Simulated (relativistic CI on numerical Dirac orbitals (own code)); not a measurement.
**Level scheme of Te XLVI**

Calculated at this level of theory: Dirac-Coulomb-Breit CI, separate exchange-only KLI orbitals for each configuration, model QED (radiative potential, 1s self-energy scaled to tabulated hydrogen-like ionisation energies), unscaled Slater integrals (own radial code, finite nucleus).

Configurations in the expansion (outside the closed core 1s2): 2s2.2p3, 2s.2p4, 2p5, 2p4.3s, 2p4.3p, 2p4.3d, 2s2.2p2.3s, 2s2.2p2.3p, 2s2.2p2.3d, 2s.2p3.3s, 2s.2p3.3p, 2s.2p3.3d, 2s2.2p2.4s, 2s2.2p2.4p, 2s2.2p2.4d, 2s2.2p2.4f. Levels of other configurations are missing.

```
No.        Configuration  Term    J   E (eV)   %  Next component (%)  Landé g
 41           2p2(1D).3d    2G  7/2  4727.43  43               36 4F    1.055
 42           2p2(1D).3d    2F  5/2  4732.15  27               20 2D    1.230
 43           2p2(3P).3d    4D  7/2  4733.75  49               26 4F    1.300
 44           2p2(1D).3d    2D  3/2  4736.69  24               16 4D    1.381
 45  2s.2p3(2D°)<3D°>.3s   4D°  1/2  4741.16  37              36 2P°    0.755
 46           2p2(3P).3d    4D  3/2  4743.36  19               18 2D    1.407
 47  2s.2p3(2P°)<1P°>.3s   2P°  3/2  4744.18  31              20 2D°    1.367
 48           2p2(3P).3d    4P  5/2  4745.07  19               17 2F    1.323
 49           2p2(3P).3d    4P  1/2  4747.43  37               31 2P    1.763
 50           2p2(3P).3d    4P  3/2  4749.55  41               31 2P    1.453
 51           2p2(1D).3d    2G  9/2  4749.93  60               39 4F    1.187
 52           2p2(3P).3d    4D  5/2  4752.34  30               27 2F    1.198
 53           2p2(1D).3d    2D  5/2  4762.27  58               19 2F    1.213
 54           2p2(1D).3d    2F  7/2  4768.70  64               20 2G    1.110
 55           2p2(3P).3d    2D  3/2  4770.53  61               28 2P    0.950
 56           2p2(3P).3d    2P  1/2  4773.63  63               31 2S    1.115
 57  2s.2p3(2P°)<1P°>.3p    2P  1/2  4801.11  33               29 4D    1.134
 58  2s.2p3(2P°)<1P°>.3p    2D  3/2  4802.08  29               23 4F    0.966
 59           2p2(3P).3s    4P  5/2  4802.09  59               37 2D    1.426
 60           2p2(3P).3s    2P  3/2  4808.62  45               33 2D    1.141
 61  2s.2p3(2P°)<3P°>.3p    4D  7/2  4822.76  44               37 6P    1.478
 62  2s.2p3(4S°)<5S°>.3p    4P  3/2  4829.86  36               26 2P    1.570
 63  2s.2p3(2P°)<3P°>.3p    4P  5/2  4841.37  37               25 2D    1.448
 64           2p2(1S).3s    2S  1/2  4841.88  60               16 4P    1.918
 65  2s.2p3(4S°)<5S°>.3p    4P  1/2  4845.78  33               30 2P    1.696
 66           2s2.2p2.3p   2P°  3/2  4875.09  26              23 4P°    1.431
 67           2p2(3P).3p   2D°  5/2  4878.55  41              25 2F°    1.181
 68  2s.2p3(2P°)<1P°>.3p    2D  5/2  4887.95  27               24 4P    1.242
 69  2s.2p3(2P°)<3P°>.3d   4D°  5/2  4889.50  29              27 6D°    1.317
 70  2s.2p3(4S°)<5S°>.3d   6D°  3/2  4892.08  34              25 4D°    1.456
 71  2s.2p3(4S°)<5S°>.3d   6D°  7/2  4893.19  28              24 4F°    1.321
 72  2s.2p3(2P°)<3P°>.3d   4P°  1/2  4893.39  42              38 6D°    2.496
 73  2s.2p3(2P°)<1P°>.3p    2P  3/2  4897.83  28               23 2D    1.212
 74  2s.2p3(2D°)<3D°>.3p    4P  1/2  4901.73  46               26 2P    1.805
 75  2s.2p3(2P°)<3P°>.3d   4F°  9/2  4908.74  45              38 6D°    1.372
 76           2p2(1S).3p   2P°  1/2  4914.13  73              16 4D°    0.684
 77  2s.2p3(4S°)<5S°>.3d   4D°  5/2  4925.47  33              24 2D°    1.354
 78  2s.2p3(4S°)<5S°>.3d   4D°  3/2  4928.43  30              24 2D°    1.080
 79  2s.2p3(4S°)<5S°>.3d   4D°  7/2  4934.47  40              30 2F°    1.278
 80  2s.2p3(4S°)<5S°>.3s   6S°  5/2  4937.49  36              31 4D°    1.554
 81           2p2(3P).3p   4D°  7/2  4943.99  51              34 2F°    1.315
 82  2s.2p3(4S°)<5S°>.3d   4D°  1/2  4945.34  56              29 2P°    0.565
 83           2p2(1D).3p   2D°  5/2  4947.63  42              29 4P°    1.358
 84           2p2(1D).3p   2P°  1/2  4948.64  60              26 2S°    1.201
 85  2s.2p3(2P°)<1P°>.3d   2F°  5/2  4954.08  32              27 4G°    0.914
```

Energies count from the lowest computed level; ° marks odd parity. Percentages are summed over parent terms; the parents shown are those of the largest component, closed shells are left out there, and <> holds an intermediate term.

The mean weight of the leading LS term, summed over parents, in these 45 levels is 41 %, and that of the leading jj configuration (from the same eigenvectors) 86 %, so jj coupling describes them better and the LS labels are nominal.

At this charge energies of transitions that change n are usually good to better than 1 %, and those within a shell (Δn = 0) to a few per cent.

LS names give the leading component of a level, which can be under half, so a name can repeat, a term be missing and a line seem to break the LS rules.
